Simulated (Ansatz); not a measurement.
Cost and result up the ladder for the cluster Co2S2 (4 atoms). Total charge 0; singlet. Geometry: r2SCAN-D4/def2-SVP.

```xyz
4

Co    1.027    0.326   -0.405
Co   -0.250   -0.654    0.914
S    -0.439    1.426    0.635
S    -0.338   -1.098   -1.144
```

Ansatz on 4 threads of AMD EPYC 7R43 on a shared host. Times are rough, and most runs start from the orbitals of an earlier one. No level here is sound enough to serve as a yardstick. Binding counts from free atoms at the same level (Co quartet, S triplet; other spins of the atoms weren't run), without zero-point energy or a counterpoise term.

HSE06 is defined as in plane-wave codes, on full-range PBE exchange. No other spin state of charge 0 was run. Another isomer (quintet) lies 3.09 eV lower at PBE0-D4/def2-TZVP; other spin states weren't run for this one.

Run but left out: CCSD(T)/def2-TZVPP (restricted singlet, unstable towards broken spin symmetry).

```tsv
level	functions	wall time	binding energy per atom (eV)	remarks
LDA (SPW92)/def2-TZVP	164	1.5 s	3.56	restricted SCF unstable in HF
PBE-D4/def2-TZVP (with forces)	164	2.7 s	2.76	restricted SCF unstable in HF
HSE06-D4/def2-TZVP	164	4.8 s	1.81	restricted SCF unstable in HF
PBE0-D4/def2-TZVP	164	5.5 s	1.81	restricted SCF unstable in HF
r2SCAN-D4/def2-TZVP	164	6 s	2.37	restricted SCF unstable in HF
```
